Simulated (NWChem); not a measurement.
# AuNH4O; SMILES [OH][Au]<-[NH3]

```xyz
7

Au     0.0051     0.0546     0.0002
O     -0.0966     1.9997     0.0005
H      0.8032     2.3464    -0.0008
N     -0.0235    -2.0356     0.0003
H      0.9163    -2.4234    -0.0938
H     -0.5792    -2.4070    -0.7719
H     -0.4175    -2.4109     0.8645
```
Atoms are numbered in this order, from 1.

Level: PBE0/def2-SVP with def2 effective core potentials on Au (NWChem), optimised geometry, unscaled harmonic frequencies. def2 effective core potentials on Au; no spin-orbit coupling.

**Question.** List the harmonic frequencies with IR intensities, and the thermochemistry.

**Answer.** 
```csv
frequency (cm⁻¹),IR intensity (km/mol)
41,53.6
177,7.7
181,18.7
445,0.4
620,54.8
691,20.5
701,18.4
922,68.8
1248,97.1
1629,22.4
1630,22.2
3493,9.6
3605,55.4
3610,55.4
3871,29.8
```

| Item | Result |
|---|---|
| zero-point energy | 32.7 kcal/mol |
| thermal correction to the enthalpy at 298.15 K (with zero-point energy) | 36.8 kcal/mol |
| heat capacity Cv | 16.4 cal/(mol K) |
| entropy at 298.15 K and 1 atm (symmetry number 1) | 76.9 cal/(mol K) |

Rigid rotor and harmonic oscillator; modes under 100 cm⁻¹ make the entropy uncertain.
